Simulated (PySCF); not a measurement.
Molecule: SMILES C(=C\[SiH3])/[SiH](F)F, singlet. Atoms near the plane z = 0.0 Å, at the B3LYP/def2-SVP optimised geometry (x, y, z in Å): Si1 (0.3, -2.4, 0.0), C2 (-0.3, -0.6, 0.0), C3 (0.5, 0.5, 0.0), Si4 (-0.2, 2.2, 0.0), F6 (-1.8, 2.1, 0.0), H9 (1.8, -2.4, 0.0), H10 (-1.4, -0.4, 0.0), H11 (1.6, 0.4, 0.0).

Calculation: B3LYP/def2-TZVP (PySCF 2.14.0). Cells within 0.4 Å of a nucleus heavier than hydrogen are left out (blank, or x). The values are rescaled to run from 0 to 1.

```
|555555555555555555555555555|
|555555555555555555555555555|
|555555555555555555555555555|
|555555555555555555555555555|
|555555555555555555555555555|
|555555555555565555555555555|
|555555544455666555555555555|
|555555543455xx5555555555555|
|55555554xx65xx3445555555555|
|555555555654311345555555555|
|555555555554200245555555555|
|55555555555430x366655555555|
|55555555566654xx89665555555|
|555555556788878887655555555|
|555555556899xx5666655555555|
|555555556675xx2455555555555|
|555555555553101345555555555|
|555555555543212345555555555|
|55555555554434x456555555555|
|5555555555555xx566655555555|
|555555555555666666555555555|
|555555555555666665555555555|
|555555555555566655555555555|
|555555555555555555555555555|
|555555555555555555555555555|
|555555555555555555555555555|
|555555555555555555555555555|
```
Scale: ten equal steps from 0.000 (start of '0') to 1.00 (end of '9'), in the order '0123456789'; x runs from -5.50 to 5.50, y from -5.50 (bottom) to 5.50 (top).

### Question
Which quantity is mapped?
(A) electron localisation function
(B) an orbital amplitude
(C) log10 of the electron density
(D) electrostatic potential

### Answer
B, an orbital amplitude. In full: HOMO−1 amplitude (bohr^(-3/2)).
